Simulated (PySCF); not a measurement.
C5H8OP (charge +1).
Bonds: C1–P2, P2–C3, C3–C4 (aromatic), C4–C5 (aromatic), C5–O6 (aromatic), O6–C7 (aromatic), C3–C7 (aromatic). Hydrogens: H8, H9, H10 on C1; H11, H12 on P2; H13 on C4; H14 on C5; H15 on C7.

The same species was optimised twice, with GFN2-xTB and with PBE0-D3(BJ)/def2-SVP (PySCF), and the same property calculations (PySCF, gas phase) were run on both structures.

| coordinate | GFN2-xTB | PBE0-D3(BJ)/def2-SVP | change |
| --- | --- | --- | --- |
| C5–O6 (Å) | 1.340 | 1.352 | +0.012 |
| P2–C3 (Å) | 1.768 | 1.758 | -0.010 |
| C3–C4 (Å) | 1.430 | 1.439 | +0.009 |
| O6–C7 (Å) | 1.318 | 1.324 | +0.006 |
| C3–C7 (Å) | 1.382 | 1.377 | -0.005 |
| C1–P2 (Å) | 1.798 | 1.795 | -0.003 |
| C4–C5 (Å) | 1.359 | 1.359 | 0.000 |
| P2–C3–C7 (°) | 128.0 | 125.9 | -2.1 |
| P2–C3–C4 (°) | 126.3 | 127.8 | +1.5 |
| C4–C3–C7 (°) | 105.6 | 106.3 | +0.7 |
| C3–C7–O6 (°) | 109.9 | 109.4 | -0.5 |
| C1–P2–C3 (°) | 113.3 | 112.9 | -0.4 |
| C3–C4–C5 (°) | 105.2 | 104.9 | -0.3 |
| C4–C5–O6 (°) | 110.7 | 110.4 | -0.3 |
| C5–O6–C7 (°) | 108.6 | 108.9 | +0.3 |
| C1–P2–C3–C4 (°) | 179 | 179 | 0 |

Rotational constants: A = 5860, B = 1370, C = 1130 MHz (GFN2-xTB) against A = 5778, B = 1385, C = 1138 MHz (PBE0-D3(BJ)/def2-SVP). Point groups within 0.08 Å: Cs and Cs.

On the GFN2-xTB structure: lowest singlet, TDDFT (eV) 5.48 [B3LYP/def2-SVPD]; lowest triplet, Tamm–Dancoff (eV) 3.97 [B3LYP/def2-SVPD]; isotropic polarisability (au) 76.4 [B3LYP/def2-SVPD]; HOMO (eV) -11.18 [B3LYP/def2-SVPD]; LUMO (eV) -5.22 [B3LYP/def2-SVPD]; HOMO (eV) -11.39 [PBE0/pcSseg-1]; LUMO (eV) -4.98 [PBE0/pcSseg-1]; GIAO shielding of C1 (ppm) 188.4 [PBE0/pcSseg-1]; GIAO shielding of P2 (ppm) 391.9 [PBE0/pcSseg-1]; GIAO shielding of C3 (ppm) 92.0 [PBE0/pcSseg-1]; GIAO shielding of C4 (ppm) 67.5 [PBE0/pcSseg-1]; GIAO shielding of C5 (ppm) 29.7 [PBE0/pcSseg-1]; GIAO shielding of O6 (ppm) -0.8 [PBE0/pcSseg-1]; GIAO shielding of C7 (ppm) 29.9 [PBE0/pcSseg-1].

**Question.** What do these properties become on the PBE0-D3(BJ)/def2-SVP structure?

**Answer.** 
| property | level | on GFN2-xTB | on PBE0-D3(BJ)/def2-SVP | change |
| --- | --- | --- | --- | --- |
| lowest singlet, TDDFT (eV) | B3LYP/def2-SVPD | 5.48 | 5.45 | -0.03 |
| lowest triplet, Tamm–Dancoff (eV) | B3LYP/def2-SVPD | 3.97 | 3.99 | +0.02 |
| isotropic polarisability (au) | B3LYP/def2-SVPD | 76.4 | 77.5 | +1.1 |
| HOMO (eV) | B3LYP/def2-SVPD | -11.18 | -11.24 | -0.06 |
| LUMO (eV) | B3LYP/def2-SVPD | -5.22 | -5.30 | -0.08 |
| energy, GFN2-xTB geometry as zero (kcal/mol) | B3LYP/def2-SVPD | 0.0 | -1.4 | -1.4 |
| HOMO (eV) | PBE0/pcSseg-1 | -11.39 | -11.45 | -0.06 |
| LUMO (eV) | PBE0/pcSseg-1 | -4.98 | -5.06 | -0.08 |
| energy, GFN2-xTB geometry as zero (kcal/mol) | PBE0/pcSseg-1 | 0.0 | -1.1 | -1.1 |
| GIAO shielding of C1 (ppm) | PBE0/pcSseg-1 | 188.4 | 186.7 | -1.7 |
| GIAO shielding of P2 (ppm) | PBE0/pcSseg-1 | 391.9 | 386.2 | -5.7 |
| GIAO shielding of C3 (ppm) | PBE0/pcSseg-1 | 92.0 | 92.9 | +0.9 |
| GIAO shielding of C4 (ppm) | PBE0/pcSseg-1 | 67.5 | 67.1 | -0.4 |
| GIAO shielding of C5 (ppm) | PBE0/pcSseg-1 | 29.7 | 27.1 | -2.6 |
| GIAO shielding of O6 (ppm) | PBE0/pcSseg-1 | -0.8 | -9.3 | -8.5 |
| GIAO shielding of C7 (ppm) | PBE0/pcSseg-1 | 29.9 | 28.4 | -1.5 |

The heavy atoms differ by 0.026 Å rms after alignment. Among bonds between heavy atoms C5–O6 changes most (+0.012 Å). Changes are differences of the printed values. Neither structure is proved a minimum here. Geometry: PBE0-D3(BJ)/def2-SVP, one conformer, isolated ion.

Shape of the structure used: `[CH3:1][PH2+:2][c:3]1[cH:4][cH:5][o:6][cH:7]1`: C1–P2–C3–C4 179°.
